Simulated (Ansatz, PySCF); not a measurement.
Noncovalent pair: dimethyl selenide (SMILES C[Se]C) (first 9 atoms) with NH3 (SMILES N); geometry from B3LYP-D3(BJ)/def2-TZVP, rigid monomers moved along the line of their centres of mass till H8···N10 is 3.51 Å.
(charge 0, multiplicity 1):
```xyz
13

C     -0.79871     0.06320    -1.83228
Se    -0.60525     0.35728     0.09725
C      1.31833     0.72987     0.10270
H     -0.17824    -0.77308    -2.14772
H     -1.84517    -0.16983    -2.01792
H     -0.52507     0.96420    -2.37730
H      1.85965    -0.11304    -0.32245
H      1.58659     0.85644     1.14919
H      1.52513     1.63788    -0.45973
N      0.61087     0.08638     4.43674
H      1.00630    -0.28398     5.29331
H     -0.13476     0.72245     4.69579
H      0.18197    -0.68522     3.93679
```

Counterpoise-corrected where a basis set is named; no monomer relaxation.

Cores are frozen in the correlated methods. Filled d and f shells under p-block atoms count as core.

Programs: Ansatz (Gaussian orbitals); PySCF for the dispersion terms. 

PBE/def2-TZVPPD gives -48.5 meV for the interaction energy.

Where do these levels fall relative to PBE: PBE-D3(BJ)/def2-TZVPPD, r2SCAN/def2-TZVPPD, PBE0/def2-TZVPPD, wB97M-V/def2-TZVPPD, MP2/aug-cc-pVDZ, CCSD(T)/aug-cc-pVDZ.

PBE-D3(BJ)/def2-TZVPPD -17.7; r2SCAN/def2-TZVPPD 0.5; PBE0/def2-TZVPPD 2.3; wB97M-V/def2-TZVPPD -8.8; MP2/aug-cc-pVDZ -9.7; CCSD(T)/aug-cc-pVDZ -8.8 meV. 2 of 6 lie above PBE; the widest gap is to PBE-D3(BJ)/def2-TZVPPD.

Ansatz is a quantum-chemistry and plane-wave program.
